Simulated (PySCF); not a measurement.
Method: PBE0-D4/def2-TZVP // PBE0-D4/def2-SVP run with PySCF 2.14.0. Isolated molecules, 0 K electronic values unless said otherwise. Delta-SCF ions had no search for a lower state. 

Reference species (SMILES): `[SiH3]c1c(Cl)ccc2ccccc12` (neutral, multiplicity 1).

```
Quantity                                   Value
--------------------------------------  --------
vertical ionisation energy (Delta-SCF)   8.10 eV
HOMO–LUMO gap                            4.93 eV
LUMO                                    -1.64 eV
```

Changed species: `[SiH3]c1cc(Cl)c2ccccc2c1`.

Q: What does the change do to the vertical ionisation energy (Delta-SCF), HOMO–LUMO gap and LUMO?

A: the vertical ionisation energy (Delta-SCF) decreases by 0.03 eV, to 8.07 eV; the HOMO–LUMO gap drops by 0.04 eV, to 4.89 eV; the LUMO is nearly the same.
